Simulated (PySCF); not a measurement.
Species: C7H7ClO.
SMILES: `C(C/C(=C/Cl)C(C)=O)#C`

A PySCF run (density fitting, gas phase, GFN2-xTB geometry) gave HOMO -6.04 eV, LUMO -2.80 eV, dipole 2.22 D and E = -800.520 Eh.

**Question.** Which of these levels was it?
A. PBE0/pcSseg-1
B. LDA/pcSseg-0
C. revPBE/pcSseg-1
D. PBE0/6-31++G**

**Answer.** B. It is LDA/pcSseg-0. All candidates on this geometry:

```csv
level and settings,kind,basis functions,SCF cycles,E (Eh),HOMO (eV),LUMO (eV),dipole (D)
"LDA/pcSseg-0, fitting basis def2-universal-jkfit",LDA,99,13,-800.5202,-6.04,-2.80,2.22
revPBE/pcSseg-1,GGA,195,17,-806.0493,-5.96,-2.54,2.04
"PBE0/6-31++G**, start guess atom, energy threshold 1e-07 Eh",global hybrid,208,11,-805.7187,-7.63,-1.69,2.24
PBE0/pcSseg-1,global hybrid,195,15,-805.6635,-7.65,-1.67,2.19
```

The nearest other candidate, by the summed differences of HOMO and LUMO, is revPBE/pcSseg-1: its HOMO differs by +0.08 eV and its LUMO by +0.26 eV. Cycle counts include a coarse-grid stage where the run had one. All basis functions are spherical, in the Pople sets too.

The values belong to the conformer `[CH:1]#[C:2][CH2:3]/[C:4](=[CH:5]/[Cl:6])[C:7]([CH3:8])=[O:9]`: C2–C3–C4–C5 -108°, C3–C4–C7–C8 -137°.
